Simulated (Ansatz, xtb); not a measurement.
**CH12Si4: which of two isomers lies lower**

Structure I: `C[Si]([SiH3])([SiH3])[SiH3]`, a singlet. Structure II: `C[SiH2][SiH]([SiH3])[SiH3]`, a singlet. Both are isolated molecules in the gas phase, relaxed with r2SCAN-D4/def2-SVP, each in the lowest conformer that the search found.

Quicker runs give these differences E(II) − E(I): GFN2-xTB 0.00 kcal/mol; HF/STO-3G −2.36 kcal/mol (at GFN2-xTB geometries); r2SCAN-D4/def2-SVP//GFN2-xTB −1.50 kcal/mol.

Task: Estimate E(II) − E(I) at the level CCSD(T)/def2-SVP + ΔMP2/def2-TZVPP.

Result: Not settled: CCSD(T)/def2-SVP + ΔMP2/def2-TZVPP gives E(II) − E(I) = −1.09 kcal/mol, but this leans on the basis-set step: CCSD(T) alone gives −0.84 kcal/mol.

How the difference moves with the method:

```json
{"level": "GFN2-xTB", "geometry": "GFN2-xTB", "E(II) − E(I) (kcal/mol)": "0.00", "departure from the last row (kcal/mol)": "+1.09", "job, with rough time for the two": "optimisation, 0.23 s"}
{"level": "HF/STO-3G", "geometry": "GFN2-xTB", "E(II) − E(I) (kcal/mol)": "−2.36", "departure from the last row (kcal/mol)": "−1.27", "job, with rough time for the two": "single point, 0.38 s"}
{"level": "r2SCAN-D4/def2-SVP//GFN2-xTB", "geometry": "GFN2-xTB", "E(II) − E(I) (kcal/mol)": "−1.50", "departure from the last row (kcal/mol)": "−0.41", "job, with rough time for the two": "single point, 3.9 s"}
{"level": "r2SCAN-D4/def2-SVP", "geometry": "r2SCAN-D4/def2-SVP", "E(II) − E(I) (kcal/mol)": "−0.93", "departure from the last row (kcal/mol)": "+0.16", "job, with rough time for the two": "optimisation, 35 s"}
{"level": "HF/def2-SVP", "geometry": "r2SCAN-D4/def2-SVP", "E(II) − E(I) (kcal/mol)": "−1.70", "departure from the last row (kcal/mol)": "−0.61", "job, with rough time for the two": "part of the CCSD(T) run"}
{"level": "MP2/def2-SVP", "geometry": "r2SCAN-D4/def2-SVP", "E(II) − E(I) (kcal/mol)": "−0.77", "departure from the last row (kcal/mol)": "+0.32", "job, with rough time for the two": "part of the CCSD(T) run"}
{"level": "CCSD(T)/def2-SVP", "geometry": "r2SCAN-D4/def2-SVP", "E(II) − E(I) (kcal/mol)": "−0.84", "departure from the last row (kcal/mol)": "+0.25", "job, with rough time for the two": "single point"}
{"level": "CCSD(T)/def2-SVP + ΔMP2/def2-TZVPP", "geometry": "r2SCAN-D4/def2-SVP", "E(II) − E(I) (kcal/mol)": "−1.09", "departure from the last row (kcal/mol)": "", "job, with rough time for the two": "single point, 46 s"}
```

As drawn, both hold the same kinds of bond in the same numbers.

GFN2-xTB finds them nearly level. The largest departure from CCSD(T)/def2-SVP + ΔMP2/def2-TZVPP is that of HF/STO-3G, 1.27 kcal/mol. The last row adds to CCSD(T) the change of the MP2 difference between the two basis sets, here −0.25 kcal/mol.

With thermal terms from frequencies at re-optimised GFN2-xTB minima (ideal gas, soft modes damped towards free rotors, one conformer each, 298.15 K, 1 atm): the zero-point term adds +0.22 kcal/mol; ΔH is −1.15 and ΔG −1.48 kcal/mol.

The correlated steps freeze 21 core orbitals. Codes used: Ansatz 0.2.0, xtb 6.7.1; the last row on 4 threads of Arm Neoverse V1 on a shared host.
